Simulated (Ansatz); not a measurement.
`OB(Br)Br` + `CN([SiH2]F)[SiH2]Cl` → `ClB(Br)Br` + `CN([SiH2]O)[SiH2]F`  (redistribution)

Gas-phase electronic energies from Ansatz, PBE0-D4/def2-TZVP geometries. CCSD(T)/CBS is the MP2 limit (def2-TZVPP, def2-QZVPP) plus CCSD(T) − MP2 in def2-TZVPP, frozen cores. Functionals use def2-TZVPP. B3LYP here is the variant with VWN-RPA as its local correlation; programs differ in this. For Br outer-core shells are correlated without core-valence functions, which leaves a few kJ/mol of doubt a bond. Scalar relativity is left out up to krypton. Each species was taken in one conformer, which may not be the lowest.

`OB(Br)Br`:

Z-matrix (Å, degrees):
```
B
O 1 1.337
Br 1 1.925 2 121.2
Br 1 1.907 2 118.7 3 180.0
H 2 0.963 1 113.7 3 -0.0
```

`CN([SiH2]F)[SiH2]Cl`:

Z-matrix (Å, degrees):
```
C
N 1 1.468
H 1 1.094 2 111.6
H 1 1.093 2 110.9 3 -121.1
H 1 1.093 2 110.5 3 120.0
Si 2 1.711 1 118.9 3 -106.4
Si 2 1.717 1 117.2 3 71.8
F 6 1.601 2 111.9 1 77.7
H 6 1.477 2 108.8 1 -163.8
H 6 1.480 2 109.3 1 -38.7
Cl 7 2.061 2 110.8 1 68.1
H 7 1.477 2 108.7 1 -172.7
H 7 1.481 2 110.7 1 -48.5
```

`ClB(Br)Br`:

```xyz
4

Cl   -1.211   -1.124    0.647
B    -0.029   -0.027    0.015
Br    1.697    0.066    0.801
Br   -0.457    1.084   -1.464
```

`CN([SiH2]O)[SiH2]F`:

```xyz
14

C    -1.184   -0.484   -0.942
N    -0.224   -0.167    0.121
Si    1.427   -0.581   -0.177
O     2.085    0.211   -1.458
Si   -0.774    0.725    1.469
F    -0.964    2.281    1.127
H    -0.958   -1.460   -1.382
H    -1.168    0.259   -1.744
H    -2.200   -0.531   -0.542
H     1.506   -2.005   -0.576
H     2.158   -0.291    1.081
H     2.188    1.162   -1.390
H    -2.118    0.238    1.859
H     0.226    0.644    2.554
```

```
             level  ΔE (kJ/mol)  difference from CCSD(T)/CBS
            PBE-D4         56.2                          0.5
         r2SCAN-D4         57.8                          2.1
           PBE0-D4         59.6                          3.9
          B3LYP-D4         58.2                          2.5
           ωB97X-V         59.6                          3.9
           ωB97M-V         59.9                          4.2
            B2PLYP         56.1                          0.4
               PBE         56.3                          0.6
            r2SCAN         57.6                          1.9
              PBE0         59.6                          3.9
             B3LYP         58.3                          2.6
     HF/def2-TZVPP         67.3                         11.6
    MP2/def2-TZVPP         52.2                         -3.5
SCS-MP2/def2-TZVPP         53.1                         -2.6
   CCSD/def2-TZVPP         57.0                          1.3
CCSD(T)/def2-TZVPP         55.0                         -0.7
     HF/def2-QZVPP         67.3                         11.6
    MP2/def2-QZVPP         52.6                         -3.1
SCS-MP2/def2-QZVPP         53.9                         -1.8
      HF/CBS(def2)         67.3                         11.6
     MP2/CBS(def2)         52.9                         -2.8
    CCSD/CBS(def2)         57.7                          2.0
       CCSD(T)/CBS         55.7                            0
```

Largest T1 diagnostic among the species: 0.012.

In def2-TZVPP, CCSD(T) changes the Hartree–Fock value by −12.3 kJ/mol (the triples alone add −2.0 kJ/mol) and MP2 by −15.1 kJ/mol. From PBE to PBE0 (25 % exact exchange), in def2-TZVPP and without D4, ΔE moves by +3.3 kJ/mol.
